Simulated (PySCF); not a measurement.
**An excited-state table with gaps**

Species: GeCl3(nBu), C4H9Cl3Ge.
SMILES: `C(CC)[CH2][Ge]([Cl])([Cl])[Cl]`

Method used: TDDFT B3LYP/def2-SVPD, vertical, gas phase, core orbitals frozen in the response in PySCF. Geometry: PBE0-D3(BJ)/def2-SVP, one conformer, isolated molecule. The B3LYP/def2-SVPD calculation is non-relativistic and has no spin–orbit coupling, an omission that weighs most on germanium.

Orbital energies (eV): HOMO-3 -9.12, HOMO-2 -9.09, HOMO-1 -8.87, HOMO -8.69, LUMO -1.65, LUMO+1 0.08, LUMO+2 0.09.

Lowest singlets, with some entries withheld (?).

```csv
state,λ (nm),f,"main configurations (H = HOMO, L = LUMO)"
S1,202.3,0.0000,H-1→L (99%)
S2,198.9,0.130,H→L (96%)
S3,193.2,0.027,H-2→L (95%)
S4,192.3,0.034,H-3→L (94%)
S5,182.7,0.022,"H-5→L (45%), H-4→L (35%), H-7→L (11%)"
S6,181.6,0.023,"H-6→L (56%), H-5→L (24%), H-4→L (13%)"
S7,173.2,0.0031,"H-4→L (45%), H-6→L (35%), H-5→L (13%)"
S8,170.8,0.0036,"H-7→L (78%), H-5→L (14%)"
S9,?,0.022,H-8→L (84%)
S10,?,0.023,"H→L+2 (70%), H→L+1 (12%), H-1→L+3 (12%)"
S11,?,0.018,"H→L+3 (69%), H-1→L+2 (16%), H→L+1 (9%)"
S12,?,0.034,"H→L+1 (74%), H→L+2 (11%)"
S13,?,0.031,"H-1→L+2 (44%), H→L+3 (17%), H-1→L+3 (15%)"
S14,?,0.016,"H-1→L+3 (46%), H-9→L (12%), H-1→L+2 (10%)"
S15,?,0.0003,"H-2→L+2 (24%), H-3→L+2 (24%), H-1→L+1 (13%)"
```

Question: Fill in the withheld entries.

Answer: 
- S9: λ = 168.8 nm
- S10: λ = 158.5 nm
- S11: λ = 158.1 nm
- S12: λ = 155.8 nm
- S13: λ = 154.9 nm
- S14: λ = 154.9 nm
- S15: λ = 152.7 nm

Question: What is the mean static polarisability from the same response equations?

Answer: 121.6 au (18.02 Å³), with principal values 112.4, 115.9 and 136.4 au.

Question: Where do the lowest triplets lie (Tamm–Dancoff)?

Answer: T1 5.65 eV, H→L (95%); T2 5.77 eV, H-1→L (96%); T3 5.95 eV, H-2→L (93%); T4 5.96 eV, H-3→L (94%). E(S1) − E(T1) = +0.48 eV.

Question: How far apart are S2 and S8, in eV and cm⁻¹?

Answer: 7.260 − 6.235 = 1.025 eV, or about 8270 cm⁻¹.

Hardware: 2 threads, Intel Xeon 6975P-C (x86_64), shared host with 192 logical CPUs at a one-minute load of 62. Cost: 50 s wall, 1.9 min CPU (with the writing of density and orbital grids), 1.6 GiB resident at most.
